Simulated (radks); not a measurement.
The numbers below are computed, except where a source is named.
Spherical jellium clusters: N electrons in a uniform positive sphere of charge N and radius rs N^(1/3), rs = 4.49 bohr. Level of theory: non-relativistic Kohn-Sham, PBEsol, spin-polarised, spherical densities (a radial shooting solver with Libxc functionals). Levels are named by radial order and angular momentum (1s, 1p, 1d, 2s, ...), and open shells are averaged over m.

N = 9, configuration 1s2 1p6 1d(up 1, down 0). This is the lowest configuration that the search found. Occupied levels:

level,occupation,eigenvalue (eV),<r> (bohr)
1s up,1,-4.0638,6.245
1s down,1,-3.9999,6.043
1p up,3,-3.1604,7.413
1p down,3,-3.0348,7.295
1d up,1,-2.0277,8.423

Energy (eV): total -15.9597, kinetic 12.620, external -278.70, Hartree 137.57, exchange-correlation -29.046, background 141.60.

Electron density:

r (bohr),n(r) (e/bohr^3)
0.302,0.001590
1.06,0.001728
1.82,0.001999
2.58,0.002358
3.34,0.002738
4.10,0.003061
4.86,0.003247
5.62,0.003228
6.38,0.002974
7.14,0.002512
7.90,0.001924
8.66,0.001327
9.42,0.0008239
10.2,0.0004659
10.9,0.0002458
11.7,0.0001241
12.5,0.00006131
13.2,0.00002993
14.0,0.00001451
14.7,7.000e-06
